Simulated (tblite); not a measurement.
A geometry optimisation, step by step.

C3H6SeSi.
Numbering: `[CH3:1][C:2]#[C:3][SiH2:4][SeH:5]` (hydrogens: H6, H7, H8 on C1; H9, H10 on Si4; H11 on Se5)

Computed with GFN2-xTB (tblite), gas phase: L-BFGS steps from a force-field or distance-geometry start until the largest atomic force falls under 0.01 eV/Å. 9 of its 26 geometries are shown.

Step 0: E = -390.2010 eV, largest atomic force 2.024 eV/Å
```
atom  x, y, z in Å  |  force x, y, z in eV/Å
C1     -2.463   -0.293    0.285   -0.255   0.370  -0.006
C2     -1.051    0.041    0.300    0.702   0.097   0.074
C3      0.138    0.301    0.333   -1.977  -0.431  -0.054
Si4     1.897    0.715    0.348    0.718   0.357   0.768
Se5     2.938   -0.350   -1.368   -0.213  -1.117   0.234
H6     -3.061    0.620    0.035    0.436  -0.702   0.185
H7     -2.781   -0.664    1.278    0.175   0.176  -0.509
H8     -2.654   -1.065   -0.476    0.029   0.264   0.284
H9      2.488    0.253    1.629   -0.081   0.024  -0.315
H10     2.068    2.160    0.227    0.089  -0.021  -0.188
H11     2.488   -1.715   -0.833    0.376   0.984  -0.474
```

Step 3: E = -390.3196 eV, largest atomic force 0.285 eV/Å
```
atom  x, y, z in Å  |  force x, y, z in eV/Å
C1     -2.468   -0.287    0.284    0.051  -0.023  -0.019
C2     -1.063    0.037    0.302    0.180   0.029   0.035
C3      0.115    0.297    0.332   -0.088   0.010   0.030
Si4     1.907    0.725    0.375   -0.271   0.026   0.083
Se5     2.929   -0.393   -1.358   -0.023  -0.083   0.082
H6     -3.049    0.600    0.041   -0.046   0.042  -0.018
H7     -2.775   -0.658    1.260   -0.021  -0.013   0.029
H8     -2.654   -1.054   -0.465   -0.057  -0.038  -0.035
H9      2.487    0.251    1.622    0.096  -0.100   0.099
H10     2.073    2.161    0.217    0.106   0.038  -0.176
H11     2.503   -1.677   -0.852    0.074   0.111  -0.111
```

Step 6: E = -390.3304 eV, largest atomic force 0.220 eV/Å
```
atom  x, y, z in Å  |  force x, y, z in eV/Å
C1     -2.466   -0.288    0.282   -0.140  -0.038  -0.005
C2     -1.064    0.035    0.306   -0.180  -0.046  -0.008
C3      0.110    0.301    0.338    0.050   0.049   0.060
Si4     1.889    0.731    0.392    0.210   0.014   0.065
Se5     2.928   -0.393   -1.347   -0.003   0.176   0.054
H6     -3.051    0.601    0.039    0.031  -0.042   0.002
H7     -2.776   -0.658    1.260   -0.001   0.006  -0.041
H8     -2.660   -1.057   -0.468   -0.001   0.033   0.029
H9      2.498    0.239    1.630   -0.021   0.003  -0.041
H10     2.089    2.163    0.191    0.058  -0.053  -0.102
H11     2.511   -1.670   -0.865   -0.005  -0.103  -0.013
```

Step 9: E = -390.3384 eV, largest atomic force 0.095 eV/Å
```
atom  x, y, z in Å  |  force x, y, z in eV/Å
C1     -2.475   -0.293    0.279    0.004  -0.010   0.010
C2     -1.071    0.030    0.310    0.030   0.014  -0.016
C3      0.101    0.309    0.352    0.020   0.046   0.080
Si4     1.888    0.740    0.415    0.034  -0.058  -0.067
Se5     2.925   -0.372   -1.329   -0.015  -0.007   0.033
H6     -3.052    0.599    0.037   -0.023  -0.008  -0.008
H7     -2.780   -0.660    1.259   -0.054  -0.020  -0.009
H8     -2.669   -1.060   -0.470   -0.005   0.007   0.011
H9      2.507    0.226    1.637   -0.039   0.053   0.003
H10     2.113    2.158    0.150    0.021  -0.059   0.001
H11     2.519   -1.675   -0.881    0.026   0.041  -0.039
```

Step 12: E = -390.3409 eV, largest atomic force 0.102 eV/Å
```
atom  x, y, z in Å  |  force x, y, z in eV/Å
C1     -2.477   -0.294    0.280    0.043   0.028  -0.001
C2     -1.070    0.031    0.309    0.027   0.015   0.032
C3      0.101    0.317    0.367   -0.059   0.001   0.032
Si4     1.892    0.734    0.412   -0.080   0.001   0.013
Se5     2.925   -0.367   -1.323    0.053  -0.028  -0.083
H6     -3.055    0.597    0.036   -0.005  -0.008   0.001
H7     -2.788   -0.663    1.257   -0.013  -0.004  -0.007
H8     -2.672   -1.059   -0.469    0.010  -0.012  -0.011
H9      2.504    0.231    1.639   -0.008   0.028   0.040
H10     2.122    2.148    0.140    0.025  -0.012  -0.001
H11     2.524   -1.673   -0.890    0.007  -0.007  -0.015
```

Step 16: E = -390.3428 eV, largest atomic force 0.052 eV/Å
```
atom  x, y, z in Å  |  force x, y, z in eV/Å
C1     -2.477   -0.294    0.280   -0.044  -0.017  -0.001
C2     -1.073    0.033    0.316   -0.040   0.001   0.033
C3      0.095    0.326    0.386    0.020  -0.008  -0.011
Si4     1.888    0.730    0.413    0.039  -0.003  -0.007
Se5     2.932   -0.366   -1.329   -0.016  -0.002   0.009
H6     -3.058    0.595    0.034   -0.002   0.016  -0.008
H7     -2.796   -0.666    1.253    0.006   0.000   0.009
H8     -2.670   -1.060   -0.470    0.033   0.001  -0.014
H9      2.499    0.240    1.648   -0.010   0.013   0.005
H10     2.135    2.138    0.129    0.005   0.016   0.003
H11     2.530   -1.673   -0.902    0.010  -0.017  -0.018
```

Step 19: E = -390.3433 eV, largest atomic force 0.038 eV/Å
```
atom  x, y, z in Å  |  force x, y, z in eV/Å
C1     -2.480   -0.294    0.280    0.032   0.017   0.010
C2     -1.075    0.034    0.322    0.029   0.015   0.011
C3      0.094    0.326    0.388   -0.003  -0.014  -0.015
Si4     1.889    0.729    0.412   -0.025   0.004  -0.005
Se5     2.932   -0.367   -1.332   -0.021  -0.004   0.022
H6     -3.059    0.596    0.033   -0.009  -0.010  -0.004
H7     -2.798   -0.667    1.254   -0.023  -0.008   0.001
H8     -2.666   -1.060   -0.472    0.012   0.005  -0.002
H9      2.496    0.244    1.651   -0.001   0.003   0.001
H10     2.138    2.137    0.129    0.000   0.000   0.000
H11     2.533   -1.675   -0.906    0.010  -0.008  -0.018
```

Step 22: E = -390.3437 eV, largest atomic force 0.031 eV/Å
```
atom  x, y, z in Å  |  force x, y, z in eV/Å
C1     -2.480   -0.293    0.282    0.006   0.000   0.005
C2     -1.076    0.038    0.330   -0.008   0.001  -0.010
C3      0.094    0.324    0.389    0.010   0.003  -0.003
Si4     1.888    0.729    0.412   -0.004   0.016   0.025
Se5     2.929   -0.367   -1.330    0.007   0.010  -0.014
H6     -3.061    0.595    0.032    0.006  -0.019   0.007
H7     -2.803   -0.669    1.253   -0.013   0.002  -0.023
H8     -2.658   -1.059   -0.474    0.011   0.019   0.022
H9      2.494    0.249    1.654   -0.003   0.002  -0.010
H10     2.142    2.136    0.127   -0.008  -0.011   0.000
H11     2.537   -1.680   -0.915   -0.004  -0.024   0.002
```

Step 25: E = -390.3438 eV, largest atomic force 0.009 eV/Å
```
atom  x, y, z in Å  |  force x, y, z in eV/Å
C1     -2.480   -0.293    0.283   -0.003   0.000   0.000
C2     -1.077    0.039    0.332    0.001   0.002  -0.003
C3      0.094    0.324    0.388    0.000   0.006   0.003
Si4     1.888    0.730    0.413    0.006  -0.002   0.000
Se5     2.928   -0.367   -1.330   -0.001  -0.005  -0.001
H6     -3.062    0.593    0.032   -0.001   0.004   0.002
H7     -2.806   -0.669    1.252   -0.006  -0.003   0.001
H8     -2.655   -1.057   -0.474    0.005  -0.005  -0.001
H9      2.493    0.251    1.654    0.005  -0.004   0.005
H10     2.143    2.136    0.126   -0.007   0.006  -0.002
H11     2.539   -1.683   -0.917    0.000   0.000  -0.001
```

**Question.** Summarise the path.

**Answer.** The energy falls by 0.1428 eV from step 0 to step 25; nine tenths of that is first reached at step 6. It falls at every step. The largest force goes from 2.024 to 0.009 eV/Å. Among the bonds Se5–H11 changes most, from 1.534 to 1.433 Å; the atoms move by 0.063 Å rms after alignment.

**Question.** Follow the three bonds and two angles with the largest change from start to end.

**Answer.** 
```tsv
step	E above end (eV)	largest force (eV/Å)	Se5–H11 (Å)	Si4–Se5 (Å)	C3–Si4 (Å)	Se5–Si4–H10 (°)	H9–Si4–H10 (°)
0	0.1428	2.024	1.534	2.272	1.808	110.3	109.5
1	0.1146	3.813	1.501	2.282	1.848	110.5	110.5
2	0.0343	0.554	1.459	2.296	1.852	110.6	111.6
3	0.0242	0.285	1.444	2.301	1.842	110.3	111.6
4	0.0200	0.185	1.431	2.308	1.835	109.9	111.7
5	0.0182	0.171	1.429	2.310	1.833	109.5	111.9
7	0.0095	0.233	1.430	2.320	1.832	106.7	114.0
8	0.0067	0.158	1.434	2.318	1.836	105.5	114.9
9	0.0054	0.095	1.436	2.314	1.839	105.1	115.3
10	0.0045	0.084	1.436	2.309	1.840	105.0	115.4
11	0.0037	0.092	1.435	2.303	1.841	104.9	115.3
12	0.0030	0.102	1.433	2.299	1.840	104.7	115.2
13	0.0023	0.105	1.431	2.299	1.839	104.4	115.0
14	0.0018	0.077	1.431	2.302	1.837	104.1	114.9
15	0.0014	0.079	1.431	2.305	1.837	103.7	114.8
16	0.0010	0.052	1.432	2.309	1.838	103.6	114.7
17	0.0009	0.039	1.433	2.310	1.839	103.5	114.6
18	0.0007	0.042	1.433	2.310	1.840	103.5	114.5
20	0.0004	0.040	1.432	2.308	1.841	103.6	114.4
21	0.0003	0.036	1.432	2.307	1.840	103.5	114.3
22	0.0001	0.031	1.431	2.306	1.839	103.4	114.2
23	0.0001	0.021	1.432	2.307	1.839	103.4	114.2
24	0.0000	0.013	1.432	2.307	1.839	103.3	114.3
25	0.0000	0.009	1.433	2.308	1.839	103.3	114.3
```

The cost below is that of the whole relaxation. On one thread, Arm Neoverse V2 (aarch64), on a shared host, this took 0.11 s wall.
